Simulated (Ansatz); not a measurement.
C2H6InN, SMILES `C[C](=N)[InH2]`. The species carries charge 0 and has multiplicity 1. In: def2 effective core potential. Geometry: relaxed with PBE0-D4/def2-TZVP. It is one conformer, not always the lowest.

```xyz
10

C     0.965   -1.009    0.637
C     0.171    0.023   -0.079
N     0.610    0.813   -0.976
In   -1.820    0.853   -0.203
H     0.525   -1.998    0.478
H     0.938   -0.824    1.715
H     2.010   -1.023    0.302
H     1.607    0.704   -1.205
H    -2.862    0.208   -1.409
H    -2.144    2.253    0.741
```

**Question.** What is the dipole moment at r2SCAN/def2-TZVPP? (An estimate is asked.)

**Answer.** Computed: 2.50 D, with components (1.34, -1.73, 1.20) D in this frame, pointing from negative to positive charge.

**Question.** And with PBE, B3LYP, ωB97M-V? (Best estimate.)

**Answer.** Ansatz gave: PBE 2.48 D, B3LYP 2.45 D, ωB97M-V 2.41 D.

**Question.** Give the Mulliken charges with r2SCAN, PBE, B3LYP in def2-TZVPP. (An estimate is asked.)

**Answer.** The calculation gave: 
```tsv
atom	r2SCAN	PBE	B3LYP
C1	-0.10	-0.19	-0.20
C2	-0.02	-0.08	-0.07
N3	-0.36	-0.27	-0.31
In4	0.52	0.46	0.54
H5	0.06	0.09	0.09
H6	0.06	0.09	0.09
H7	0.02	0.05	0.06
H8	0.12	0.12	0.11
H9	-0.15	-0.14	-0.15
H10	-0.15	-0.14	-0.15
```

B3LYP here is the variant with VWN-RPA as its local correlation; programs differ in this.
